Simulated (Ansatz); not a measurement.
The first iterations of a band of BFH3N + ClH (8 atoms, charge 0, multiplicity 1).

All numbers below come from RKS B3LYP-D4/def2-SVP in Ansatz.

| Property | Result |
| --- | --- |
| movable images | 5 |
| climbing image | yes |
| spring | 5.0 eV/Å² |
| optimiser | quadratic models (default) |
| start path | through a guess of the saddle point |
| force threshold | 0.05 eV/Å |
| iteration limit | 10 |
| end points | relaxed |

Image 0:

```xyz
8
Properties=species:S:1:pos:R:3
B 0.039 -0.349 0.217
N -0.003 -0.176 1.613
H -0.833 -0.388 2.160
H 0.842 -0.075 2.163
H 1.064 -0.209 -0.398
F -1.087 -0.650 -0.430
Cl -0.317 3.143 1.178
H -0.239 1.867 1.428
```

Image 6:

```xyz
8
Properties=species:S:1:pos:R:3
B 0.011 0.457 0.167
N -0.121 0.169 1.792
H -0.353 -0.812 1.973
H 0.751 0.400 2.274
H 0.981 -0.171 -0.210
F -1.200 0.052 -0.342
Cl 0.259 2.304 0.100
H -0.862 0.763 2.178
```

| iteration | highest image above the first end (eV) | largest band force component (eV/Å) |
| --- | --- | --- |
| 1 | 3.201 | 5.727 |
| 2 | 1.594 | 2.886 |
| 3 | 0.833 | 3.247 |

Problem. Does the band converge within its limit, and where does its top end?

Solution. It did not converge within its limit. It ended after 10 iterations with the highest image 0.640 eV above the first end. The band didn't meet its force threshold, so its energies are provisional: the largest band force was still 0.17 eV/Å, and over the last iterations the top stayed at 0.65 eV. The orbitals stay closed-shell, which can raise the energy where a bond breaks towards radicals; this wasn't checked here.

Run time: 2 min on 1 thread of Arm Neoverse V2, with other jobs on the host, peak memory 0.15 GiB.
